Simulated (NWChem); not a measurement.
Program: NWChem. System: CH₂BrF, charge 0, spin multiplicity 1, at a geometry optimised with PBE0/def2-SVP. The structure started from a generated list of species. Level: B3LYP/STO-3G, VWN1-RPA local correlation.

Job file:

```
start mol
memory heap 200 mb stack 900 mb global 1100 mb
geometry units angstroms nocenter noautoz
  F      1.792693    -0.874976     0.000000
  C      1.182174     0.319944     0.000000
  Br    -0.745865     0.119850     0.000000
  H      1.438990     0.880192     0.909588
  H      1.438990     0.880192    -0.909588
  symmetry group Cs
end
basis spherical
  * library sto-3g
end
dft
  xc b3lyp
  semidirect memsize 60000000 filesize 0
  iterations 100
end
task dft energy
```

Output (cleaned and shortened):

```
             Northwest Computational Chemistry Package (NWChem) 7.3.0
             --------------------------------------------------------

                                NWChem Input Module
                                -------------------

 Scaling coordinates for geometry "geometry" by  1.889725989
 (inverse scale =  0.529177249)

 Turning off AUTOSYM since
 SYMMETRY directive was detected!

                             Geometry "geometry" -> ""
                             -------------------------

 Output coordinates in angstroms (scale by  1.889725989 to convert to a.u.)

  No.       Tag          Charge          X              Y              Z
 ---- ---------------- ---------- -------------- -------------- --------------
    1 F                    9.0000     1.79269300    -0.87497600     0.00000000
    2 C                    6.0000     1.18217400     0.31994400     0.00000000
    3 Br                  35.0000    -0.74586500     0.11985000     0.00000000
    4 H                    1.0000     1.43899000     0.88019200     0.90958800
    5 H                    1.0000     1.43899000     0.88019200    -0.90958800

 Effective nuclear repulsion energy (a.u.)     165.4770751001

            Nuclear Dipole moment (a.u.)
            ----------------------------
        X                 Y               Z
 ---------------- ---------------- ----------------
    -0.0000264562     0.0000264562     0.0000000000

      Symmetry information
      --------------------

 Group name             Cs
 Group number              2
 Group order               2
 No. of unique centers     4

      Symmetry unique atoms

     1    2    3    4


 Summary of "ao basis" -> "" (spherical)
 ------------------------------------------------------------------------------
       Tag                 Description            Shells   Functions and Types
 ---------------- ------------------------------  ------  ---------------------
 *                           sto-3g                   on all atoms

                                 NWChem DFT Module
                                 -----------------
[...]
    17      0.047331  3 Br px                29     -0.038911  4 H  s
    30     -0.038911  5 H  s

 Vector   26  Occ=2.000000D+00  E=-1.755149D-01  Symmetry=a"
              MO Center= -5.4D-01,  1.3D-01,  2.2D-17, r^2= 1.7D+00
   Bfn.  Coefficient  Atom+Function         Bfn.  Coefficient  Atom+Function
  ----- ------------  ---------------      ----- ------------  ---------------
    23      0.988689  3 Br pz                19     -0.301251  3 Br pz
     5      0.192346  1 F  pz                29     -0.171786  4 H  s
    30      0.171786  5 H  s                 15      0.100534  3 Br pz
    10     -0.094374  2 C  pz

 Vector   27  Occ=0.000000D+00  E= 1.517717D-01  Symmetry=a'
              MO Center=  2.5D-01,  1.7D-01,  2.7D-16, r^2= 1.7D+00
   Bfn.  Coefficient  Atom+Function         Bfn.  Coefficient  Atom+Function
  ----- ------------  ---------------      ----- ------------  ---------------
    21      0.900761  3 Br px                 8      0.826693  2 C  px
     7     -0.573814  2 C  s                 20      0.370210  3 Br s
     3     -0.258818  1 F  px                17     -0.237473  3 Br px
     9      0.120263  2 C  py                 6      0.113626  2 C  s
    22      0.091548  3 Br py                13      0.079037  3 Br px

 Vector   28  Occ=0.000000D+00  E= 3.271884D-01  Symmetry=a'
              MO Center=  1.4D+00, -1.4D-01,  6.4D-17, r^2= 9.2D-01
   Bfn.  Coefficient  Atom+Function         Bfn.  Coefficient  Atom+Function
  ----- ------------  ---------------      ----- ------------  ---------------
     9      0.953046  2 C  py                 4      0.681828  1 F  py
     2      0.511825  1 F  s                  3     -0.375033  1 F  px
     8     -0.340805  2 C  px                 7     -0.328399  2 C  s
    22     -0.159097  3 Br py                29     -0.149028  4 H  s
    30     -0.149028  5 H  s                  1     -0.081582  1 F  s

 Vector   29  Occ=0.000000D+00  E= 4.112813D-01  Symmetry=a'
              MO Center=  1.5D+00,  7.2D-01,  3.2D-14, r^2= 1.3D+00
   Bfn.  Coefficient  Atom+Function         Bfn.  Coefficient  Atom+Function
  ----- ------------  ---------------      ----- ------------  ---------------
     7      1.212667  2 C  s                 29     -0.884142  4 H  s
    30     -0.884142  5 H  s                  9      0.471849  2 C  py
     8      0.435437  2 C  px                 4     -0.265720  1 F  py
     6     -0.199079  2 C  s                  2     -0.140003  1 F  s
    21     -0.030528  3 Br px

 center of mass
 --------------
 x =  -0.14159963 y =  -0.02395679 z =   0.00000000

 moments of inertia (a.u.)
 ------------------
          71.893537806299         106.987690618840           0.000000000000
         106.987690618840         455.284209286314           0.000000000000
           0.000000000000           0.000000000000         515.267185633928

     Multipole analysis of the density
     ---------------------------------

     L   x y z        total         alpha         beta         nuclear
     -   - - -        -----         -----         ----         -------
     0   0 0 0     -0.000000    -26.000000    -26.000000     52.000000

     1   1 0 0      0.489675      0.244851      0.244851     -0.000026
     1   0 1 0      0.310306      0.155140      0.155140      0.000026
     1   0 0 1     -0.000000     -0.000000     -0.000000      0.000000

     2   2 0 0    -19.598424   -118.576226   -118.576226    217.554028
     2   1 1 0      1.132833     22.784214     22.784214    -44.435594
     2   1 0 1      0.000000      0.000000      0.000000      0.000000
     2   0 2 0    -20.012418    -27.069912    -27.069912     34.127407
     2   0 1 1     -0.000000     -0.000000     -0.000000      0.000000
     2   0 0 2    -19.568150    -12.738596    -12.738596      5.909042

 Task  times  cpu:        0.4s     wall:        0.4s

 Total times  cpu:        0.4s     wall:        0.4s
```
